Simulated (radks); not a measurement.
Computed order of ionisation of dysprosium. At each step one electron was removed from each of the four highest sub-shells of the ion before, moves of one valence electron (up to charge 6) and the configuration listed by NIST were tried, and the lowest configuration was kept. Code: a radial shooting solver on a logarithmic mesh with Libxc functionals. Model: Dirac Kohn-Sham, BLYP, spin-unpolarised, spherical densities, finite nucleus; Fermi nuclear charge, rms radius of each element as measured or else 0.836 A^(1/3) + 0.57 fm. Sub-shells are occupied by j as written (lower j first in brackets).

Dy: lowest configuration found [Xe] 4f(5/2: 6, 7/2: 4) 6s2; NIST configuration same; margin to the next tried (eV) 3.523; IE (eV) 6.192; NIST IE (eV) 5.939; kind exp.
Dy+: lowest configuration found [Xe] 4f(5/2: 6, 7/2: 4) 6s1; NIST configuration same; margin to the next tried (eV) 3.205; IE (eV) 11.798; NIST IE (eV) 11.65; kind semi-emp.
Dy2+: lowest configuration found [Xe] 4f(5/2: 6, 7/2: 4); NIST configuration same; margin to the next tried (eV) 4.775; IE (eV) 24.908; NIST IE (eV) 22.89; kind semi-emp.
Dy3+: lowest configuration found [Xe] 4f(5/2: 6, 7/2: 3); NIST configuration same; margin to the next tried (eV) 0.945; IE (eV) 43.815; NIST IE (eV) 41.2; kind semi-emp.
Dy4+: lowest configuration found [Xe] 4f(5/2: 6, 7/2: 2); NIST configuration same; margin to the next tried (eV) 1.012; IE (eV) 65.204
Dy5+: lowest configuration found [Xe] 4f(5/2: 6, 7/2: 1); NIST configuration [Kr] 4d10 4f(5/2: 6, 7/2: 2) 5s2 5p(1/2: 2, 3/2: 3) lies 9.591 eV higher; margin to the next tried (eV) 1.081; IE (eV) 88.714; NIST IE (eV) 93; kind theory
Dy6+: lowest configuration found [Xe] 4f(5/2: 6, 7/2: 0); NIST configuration differs (not computed); margin to the next tried (eV) 1.150; IE (eV) 110.01; NIST IE (eV) 110; kind theory
Dy7+: lowest configuration found [Kr] 4d10 4f(5/2: 6, 7/2: 0) 5s2 5p(1/2: 2, 3/2: 3); NIST configuration differs (not computed); margin to the next tried (eV) 5.338; IE (eV) 126.50; NIST IE (eV) 127; kind theory
Dy8+: lowest configuration found [Kr] 4d10 4f(5/2: 6, 7/2: 0) 5s2 5p(1/2: 2, 3/2: 2); NIST configuration differs (not computed); margin to the next tried (eV) 7.487; IE (eV) 143.41; NIST IE (eV) 152; kind theory
Dy9+: lowest configuration found [Kr] 4d10 4f(5/2: 6, 7/2: 0) 5s2 5p(1/2: 2, 3/2: 1); NIST configuration differs (not computed); margin to the next tried (eV) 7.834; IE (eV) 160.71; NIST IE (eV) 170; kind theory
Dy10+: lowest configuration found [Kr] 4d10 4f(5/2: 6, 7/2: 0) 5s2 5p(1/2: 2, 3/2: 0); NIST configuration differs (not computed); margin to the next tried (eV) 8.190; IE (eV) 186.93; NIST IE (eV) 192; kind theory
Dy11+: lowest configuration found [Kr] 4d10 4f(5/2: 6, 7/2: 0) 5s2 5p(1/2: 1, 3/2: 0); NIST configuration differs (not computed); margin to the next tried (eV) 8.308; IE (eV) 205.68; NIST IE (eV) 224; kind theory
Dy12+: lowest configuration found [Kr] 4d10 4f(5/2: 6, 7/2: 0) 5s2; NIST configuration same; margin to the next tried (eV) 11.586; IE (eV) 239.84; NIST IE (eV) 259; kind theory
Dy13+: lowest configuration found [Kr] 4d10 4f(5/2: 5, 7/2: 0) 5s2; NIST configuration [Kr] 4d10 4f(5/2: 6, 7/2: 0) 5s1 lies 11.666 eV higher; margin to the next tried (eV) 11.666; IE (eV) 272.07; NIST IE (eV) 279; kind theory

Reference values: NIST Atomic Spectra Database (exp. = measured, semi-emp. = semi-empirical, theory = theoretical value adopted there). Spin polarisation and multiplet splitting are left out, so open shells lie too high by an amount that depends on their filling.

Beside tabulated values, note that spin-unpolarised runs miss the spin-polarisation part of the exchange energy of open shells. No tabulated value is given for the 4+ ions of Nd, Pm and Eu to Yb, where it belongs to another shell than the one emptied here.
